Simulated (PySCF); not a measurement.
This PySCF input asks for the NMR shieldings of `CNBCl`, CH5BClN; the geometry comes from GFN2-xTB.

```python
import basis_set_exchange as bse
import numpy as np
from pyscf import gto, dft
from pyscf.prop import nmr

atoms = """
C    -1.186430    0.133151   -0.081315
N     0.147798   -0.100701    0.423618
B     1.331872   -0.072183   -0.282279
Cl    2.798459   -0.392674    0.574714
H    -1.815337   -0.747242    0.070373
H    -1.134372    0.349199   -1.145459
H    -1.647814    0.981564    0.429306
H     0.155736   -0.305550    1.413921
H     1.363648    0.160430   -1.428059
"""
names = dict.fromkeys(["C", "N", "B", "Cl", "H"], "pcSseg-1")
basis = {el: gto.basis.parse(bse.get_basis(n, elements=[el], fmt="nwchem")) for el, n in names.items()}
mol = gto.M(atom=atoms, basis=basis, charge=0, verbose=0)
mf = dft.RKS(mol, xc="PBE0")
mf.grids.level = 2
mf.grids.alignment = dft.numint.BLKSIZE   # the property module wants whole blocks of grid points
mf.conv_tol = 1e-9
mf.kernel()

calc = nmr.RKS(mf)   # GIAO
C = mf.mo_coeff
Co = C[:, mf.mo_occ > 0]
resp = mf.gen_response(singlet=True, hermi=2)
def vind(x):   # induced exchange potential for any number of trial vectors
    d = np.einsum("pi,xij,qj->xpq", C, 2 * x.reshape(-1, C.shape[1], Co.shape[1]), Co, optimize=True)
    return np.einsum("xpq,pi,qj->xij", resp(d - d.transpose(0, 2, 1)), C, Co, optimize=True).ravel()
mo1, _ = nmr.rhf.solve_mo1(calc, with_cphf=vind)
sigma = calc.kernel(mo1)
for i, s in enumerate(sigma):   # ppm
    w = np.linalg.eigvalsh((s + s.T) / 2)
    print("%2d %-2s iso %8.1f  s11 %8.1f  s22 %8.1f  s33 %8.1f" % (i, mol.atom_pure_symbol(i), w.mean(), *w))
```

**Question.** Give the expected output.

**Answer.** 
```
 0 C  iso    151.4  s11    129.6  s22    138.3  s33    186.2
 1 N  iso    141.2  s11     36.7  s22    192.7  s33    194.1
 2 B  iso     67.8  s11     36.8  s22     65.2  s33    101.5
 3 Cl iso    849.3  s11    635.8  s22    935.1  s33    976.9
 4 H  iso     28.7  s11     24.0  s22     26.8  s33     35.2
 5 H  iso     28.5  s11     25.0  s22     27.5  s33     33.0
 6 H  iso     28.7  s11     24.0  s22     26.8  s33     35.2
 7 H  iso     27.7  s11     21.0  s22     29.2  s33     32.8
 8 H  iso     26.8  s11     24.4  s22     26.8  s33     29.2
```

These numbers come from an equivalent density-fitted implementation of the same equations, which agrees with the script to about 0.01 ppm for H and up to a few tenths of a ppm for heavy atoms, so last digits may differ.

Size and cost of the density-fitted run: 100 basis functions, 6 s wall time on 1 thread of an Arm Neoverse V1, shared host; peak memory 0.44 GiB.
